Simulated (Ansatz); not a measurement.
Reactions of C2H5CdCl, SMILES `C[CH2][Cd][Cl]`.

Isolated molecules relaxed with PBE0-D4/def2-TZVP in Ansatz; ΔE leaves out vibrations. CBS: MP2 limit from def2 TZ/QZ plus the TZ coupled-cluster correction, frozen cores. Elements past krypton have def2 core potentials. For Br, Cd, Ge outer-core shells are correlated without core-valence functions, which leaves a few kJ/mol of doubt a bond. Scalar relativity is left out up to krypton. One conformer a species, not always the lowest.

```
                                                                                   reaction  HF/CBS(def2) (eV)
              `C[CH2][Cd][Cl]` + `CC(F)([SiH3])Br` → `C[CH2][Cd][CH3]` + `FC([SiH3])(Cl)Br`               2.59
`C[CH2][Cd][Cl]` + `[F][GeH]([Cl])[O][SiH3]` → `[SiH3][O][Cd][Cl]` + `C[CH2][GeH]([F])[Cl]`               0.09
                                      `C[CH2][Cd][Cl]` + `CBN` → `C[CH2][Cd][NH2]` + `CBCl`               2.22
                                `C[CH2][Cd][Cl]` + `N=C(N)N` → `[NH2][Cd][Cl]` + `CCC(=N)N`              -0.04
                                    `C[CH2][Cd][Cl]` + `CC#CO` → `CC#COC` + `[CH3][Cd][Cl]`               0.11
                      `C[CH2][Cd][Cl]` + `O=S(=O)(F)Cl` → `C[CH2][Cd][F]` + `O=S(=O)(Cl)Cl`               1.47
```

Give the CCSD(T)/CBS values in the same order. (An estimate is asked.)

Computed: 2.14, 0.13, 1.91, -0.07, 0.26, 1.03 eV.

Largest T1 diagnostic: 0.016, for `O=S(=O)(Cl)Cl`.
